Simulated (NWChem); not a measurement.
Molecule: C₂H₃FSi; SMILES C#C[SiH2]F

Results from NWChem. Pople sets run with spherical d functions. STO-3G and 3-21G are far too small for this property and stand as cheap habits. Structure relaxed at the PBE0/def2-SVP level. Field at 589 nm.

| level | isotropic polarisability (bohr³) | anisotropy (bohr³) |
|---|---|---|
| B3LYP/STO-3G | 20.7 | 23.0 |
| B3LYP/6-31G* | 37.5 | 32.4 |
| B3LYP/def2-SVP | 40.0 | 32.0 |
| B3LYP/def2-SVPD | ? | 28.7 |
| B3LYP/aug-cc-pVDZ | 50.6 | 29.1 |

Complete the blanks.


- B3LYP/def2-SVPD, isotropic polarisability (bohr³): 49.6
